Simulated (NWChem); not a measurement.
C6H11O, doublet; SMILES CC(C)[CH]C(=O)C

```xyz
18

C     -0.4287    -2.6387    -0.0006
C      0.0882    -1.2157     0.0005
O      1.2950    -0.9833     0.0034
C     -0.8934    -0.1504    -0.0019
C     -0.5429     1.3055    -0.0013
C      0.2278     1.7003     1.2662
C      0.2335     1.7001    -1.2653
H     -1.0574    -2.8284     0.8838
H     -1.0523    -2.8288    -0.8886
H      0.4214    -3.3321     0.0019
H     -1.9506    -0.4389    -0.0046
H     -1.4945     1.8640    -0.0035
H      1.1854     1.1631     1.3132
H     -0.3466     1.4677     2.1759
H      0.4316     2.7826     1.2632
H      0.4373     2.7823    -1.2615
H      1.1913     1.1629    -1.3078
H     -0.3367     1.4673    -2.1776
```
Atoms are numbered in this order, from 1.

Program: NWChem. Spin-unrestricted. The geometry was optimised at PBE0/def2-SVP, spin-unrestricted. No frequency run checked for a minimum. No stability test was run on the SCF state. Atomic charges in e: unrestrained fits to the electrostatic potential beside Mulliken populations; buried atoms are poorly determined by the fit.

**Question.** Estimate the computed values for B3LYP/def2-SVP. Quantities: ESP C1; Mulliken C1; ESP C2; Mulliken C2; ESP O3; Mulliken O3; ESP C4; Mulliken C4; ESP C5; Mulliken C5; relative RMS misfit of the potential (%).

**Answer.** 
| Quantity | Value |
|---|---|
| ESP C1 | -0.20 |
| Mulliken C1 | 0.04 |
| ESP C2 | 0.59 |
| Mulliken C2 | 0.02 |
| ESP O3 | -0.51 |
| Mulliken O3 | -0.22 |
| ESP C4 | -0.35 |
| Mulliken C4 | -0.05 |
| ESP C5 | 0.53 |
| Mulliken C5 | -0.02 |
| relative RMS misfit of the potential (%) | 28 |
